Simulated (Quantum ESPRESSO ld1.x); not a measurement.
Problem. These are the eigenvalues of the occupied orbitals of an atom or ion with whole-number occupations (Ry). Method: scalar-relativistic Kohn-Sham, LDA (Slater exchange, VWN5 correlation), spin-polarised, spherical densities, point nucleus; computed with ld1.x of Quantum ESPRESSO 7.5.

| orbital | eigenvalue |
|---|---|
| 1s | -2322.2787 |
| 2s | -356.3623 |
| 2p | -320.1071 |
| 3s | -71.0442 |
| 3p | -59.2581 |
| 3d | -41.3854 |
| 4s | -12.2548 |
| 4p | -8.5931 |
| 4d | -3.2569 |
| 5p | -0.5265 |

Which element is it, and in what charge state? The configuration may be excited. Open shells, if any, are filled with parallel spins first.

Solution. Z = 52, tellurium, charge 0: Te in [Kr] 4d10 5p6. The list shows which subshells hold electrons but not how many an open one holds; the 1s level, -1161.1 hartree, gives Z - s = 48.2 by -(Z - s)^2/2, which with screening and relativity narrows Z to a few neighbours, and the depths of the outer levels then fix element, charge and occupations together.
